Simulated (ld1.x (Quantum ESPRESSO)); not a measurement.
**Before and after: TM potential for rubidium (Rb)**

```
Element                 : rubidium (Rb)
Generator               : ld1.x (Quantum ESPRESSO) 7.5
Type                    : norm-conserving Troullier–Martins (Kleinman–Bylander form)
Functional              : PBE
Relativity              : non-relativistic
Frozen core             : [Ar] 3d10 4s2
Valence charge          : 7
Reference configuration : 4p6 5s1 5p0
Partial waves           : 5s (bound): rc 3.90 bohr; 4d channel at 0.05 Ry: rc 3.60 bohr; 4p (bound): rc 2.40 bohr
Local potential         : the p channel
Core correction         : none
```

All-electron outer shells of the reference configuration (PBE, non-relativistic, ld1.x):

| shell | level (eV) | outermost node (bohr) | outermost maximum (bohr) |
| --- | --- | --- | --- |
| 4p | -16.04 | 0.65 | 1.44 |
| 5s | -2.20 | 1.82 | 4.49 |
| 5p | -0.78 | 2.21 | 6.14 |

Change: wave 4p (bound): rc 2.40 bohr becomes 4p (bound): rc 1.80 bohr.

Cutoffs: the cutoffs (Ry, on a coarse ladder) from which the occupation-weighted sum of valence levels, in a spherical-Bessel basis at the reference potential, stays within 10 and 1 mRy of its value at 400 Ry; they do not see the model core or the augmentation charge, which bear on the density cutoff. Errors are all-electron minus pseudo energies relative to the spin-unpolarised reference configuration.

Q: What does the change do?

A: The potential gets harder (15 Ry and 25 Ry → 30 Ry and 55 Ry); both files keep a bound ghost (s); of the 3 tests that both files solve, the error grows in 0 and shrinks in 2 by more than 15 % and 0.3 meV (median size 10.1 → 6.3 meV); the range in which the p phases agree widens (upper end 0.2 → 2.4); the range in which the d phases agree narrows (upper end 3.1 → 0.2). A smaller radius makes the pseudo-wave follow the all-electron one further in, where it bends more sharply, so more plane waves are needed.

| quantity | base | changed |
| --- | --- | --- |
| cutoff, loose | 15 Ry | 30 Ry |
| cutoff, tight | 25 Ry | 55 Ry |
| loose cutoff by channel (10 mRy a level) | s 6 Ry, p 12 Ry | s 6 Ry, p 21 Ry |
| bound ghosts | s | s |
| tests counted (converged, no solver errors) | 3 of 4 | 3 of 4 |
| error for 4p6 5s0 5p0, meV [ΔE 4.08 eV] | +10 | +10 |
| error for 4p6 5s0.5 5p0, meV [ΔE 1.55 eV] | +1.7 | +1.4 |
| error for 4p6 5s0 5p1, meV [ΔE 1.45 eV] | +14 | +6.3 |
| s: phases at 4.24 bohr within 0.05 rad from the reference energy up to (Ry; the scan ends near 5) | n/a | n/a |
| p: phases at 4.24 bohr within 0.05 rad from the reference energy up to (Ry; the scan ends near 5) | 0.2 | 2.4 |
| d: phases at 4.24 bohr within 0.05 rad from the reference energy up to (Ry; the scan ends near 5) | 3.1 | 0.2 |

Base: Tests not counted: 4p5 5s1 5p0 (solver errors, printed error -2.5 eV). ld1.x printed “convergence not achieved” for 1 of the counted tests; its residual had stalled under 1e-8, short of the target of 1e-14. Changed file: Tests not counted: 4p5 5s1 5p0 (solver errors, printed error +133 meV). ld1.x printed “convergence not achieved” for 1 of the counted tests; its residual had stalled under 1e-8, short of the target of 1e-14. A true bound ghost makes a file unfit for plane-wave use even where its test errors are small: the radial tests pick states by their node count and pass the ghost by. Where a test does run into it, the solver fails or the error is huge.
